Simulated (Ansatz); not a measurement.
One change: `[SeH]B([SeH])[SeH]` becomes `CB([SeH])[SeH]`.

Ansatz, PBE0-D4/def2-TZVP geometries, multiplicity 1. Each molecule was computed in one conformer, which needn't be the lowest.

Scalar relativity is left out up to krypton.

```
                                        property  `[SeH]B([SeH])[SeH]`
size of the dipole moment (B3LYP/def2-TZVPP) / D                  1.10
             LUMO energy (B3LYP/def2-TZVPP) / eV                 -1.23
           HOMO energy (ωB97M-V/def2-TZVPP) / eV                 -9.20
           LUMO energy (ωB97M-V/def2-TZVPP) / eV                  0.83
         HOMO–LUMO gap (ωB97M-V/def2-TZVPP) / eV                 10.04
             HOMO–LUMO gap (PBE/def2-TZVPP) / eV                  4.14
```

(1) Give the same properties after the change, and the shifts. (An estimate is asked.)

Results:

(1) The calculation gave: 
```csv
property,`CB([SeH])[SeH]`,shift
size of the dipole moment (B3LYP/def2-TZVPP) / D,0.94,-0.16
LUMO energy (B3LYP/def2-TZVPP) / eV,-0.99,0.24
HOMO energy (ωB97M-V/def2-TZVPP) / eV,-9.03,0.17
LUMO energy (ωB97M-V/def2-TZVPP) / eV,1.11,0.28
HOMO–LUMO gap (ωB97M-V/def2-TZVPP) / eV,10.15,0.11
HOMO–LUMO gap (PBE/def2-TZVPP) / eV,4.18,0.04
```

With PBE0 the HOMO rises by 0.16 eV and the LUMO rises by 0.25 eV, so the gap widens by about 0.09 eV. PBE moves the HOMO by 0.13 eV and ωB97M-V by 0.17 eV. Dipoles are sizes alone; their direction can turn.

B3LYP here is the variant with VWN-RPA as its local correlation; programs differ in this.

Spin–orbit coupling is left out; it splits and shifts lone-pair levels of the heavy atoms by tenths of an eV.
